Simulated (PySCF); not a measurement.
## Circular dichroism: `Cl[C@@H]1C(=S)C[C@H](F)C1`, C5H6ClFS

Molfile (atoms numbered from 1):
```
C5H6ClFS
     RDKit          3D

 14 14  0  0  0  0  0  0  0  0999 V2000
    1.0437   -1.6174    1.0284 F   0  0  0  0  0  0  0  0  0  0  0  0
    0.7064   -1.0005   -0.1561 C   0  0  1  0  0  0  0  0  0  0  0  0
   -0.8180   -0.9803   -0.3181 C   0  0  0  0  0  0  0  0  0  0  0  0
   -1.2432    0.4421   -0.1324 C   0  0  0  0  0  0  0  0  0  0  0  0
   -2.7213    1.0284   -0.4127 S   0  0  0  0  0  0  0  0  0  0  0  0
   -0.0730    1.2477    0.3364 C   0  0  1  0  0  0  0  0  0  0  0  0
   -0.1628    1.2761    2.1418 Cl  0  0  0  0  0  0  0  0  0  0  0  0
    1.1495    0.4685   -0.1305 C   0  0  0  0  0  0  0  0  0  0  0  0
    1.2140   -1.5768   -0.9366 H   0  0  0  0  0  0  0  0  0  0  0  0
   -1.2816   -1.6148    0.4421 H   0  0  0  0  0  0  0  0  0  0  0  0
   -1.1401   -1.3531   -1.2909 H   0  0  0  0  0  0  0  0  0  0  0  0
   -0.0983    2.2881    0.0162 H   0  0  0  0  0  0  0  0  0  0  0  0
    1.4181    0.7888   -1.1376 H   0  0  0  0  0  0  0  0  0  0  0  0
    2.0058    0.6026    0.5278 H   0  0  0  0  0  0  0  0  0  0  0  0
  1  2  1  0
  2  3  1  0
  3  4  1  0
  4  5  2  0
  4  6  1  0
  6  7  1  0
  6  8  1  0
  8  2  1  0
  2  9  1  6
  3 10  1  0
  3 11  1  0
  6 12  1  6
  8 13  1  0
  8 14  1  0
M  END
```

Method: TDDFT B3LYP/def2-SVPD circular dichroism and optical rotation, one conformer, gas phase (PySCF). Geometry: GFN2-xTB.

States above about 6.6 eV (minus the energy of the highest occupied orbital) lie near or above the ionisation threshold and depend on the basis.

Q: What are the CIP labels of the stereocentres?

A: C2 S, C6 S.

Q: Which excitations and rotatory strengths does the calculation give?

A: Rotatory strengths R in 10⁻⁴⁰ esu² cm², velocity form and length form (origin at the centre of mass); f in length form.
```
state  E (eV)  λ (nm)       f  R (velocity)  R (length)                                main
    1    2.24     552  0.0001          +5.1        +5.4                      HOMO→LUMO 1.00
    2    4.49     276   0.014          -0.9        -1.1  HOMO−1→LUMO 0.46, HOMO−2→LUMO 0.46
    3    4.67     265   0.033          +4.1        +4.3  HOMO−2→LUMO 0.48, HOMO−3→LUMO 0.29
    4    5.48     226   0.178         +23.6       +23.7  HOMO−3→LUMO 0.58, HOMO−1→LUMO 0.27
    5    5.67     219   0.030          -7.9        -7.8                    HOMO→LUMO+1 0.92
    6    5.71     217   0.013          -3.3        -3.4                    HOMO−4→LUMO 0.87
    7    5.97     208  0.0006          -3.3        -3.6  HOMO−5→LUMO 0.66, HOMO→LUMO+2 0.22
    8    6.01     206   0.004          -8.6        -8.2  HOMO→LUMO+2 0.71, HOMO−5→LUMO 0.22
    9    6.50     191   0.050          -6.6        -7.0                    HOMO→LUMO+3 0.89
   10    6.57     189   0.003         +15.5       +16.7                    HOMO−6→LUMO 0.93
   11    6.77     183   0.007          -3.7        -3.9  HOMO→LUMO+4 0.70, HOMO→LUMO+5 0.28
   12    6.81     182   0.002          +5.1        +5.6  HOMO→LUMO+5 0.62, HOMO→LUMO+4 0.24
```

Among the states computed, the strongest CD band (largest |R|) is state 4. The largest dissymmetry factor in size, g = 4R/(D+G), with D and G the electric and magnetic dipole strengths, is +0.13 for state 1 (velocity form, f = 0.0001), among bands with |R| over 0.5. The mirror image has the same energies and oscillator strengths and all R with the opposite sign.
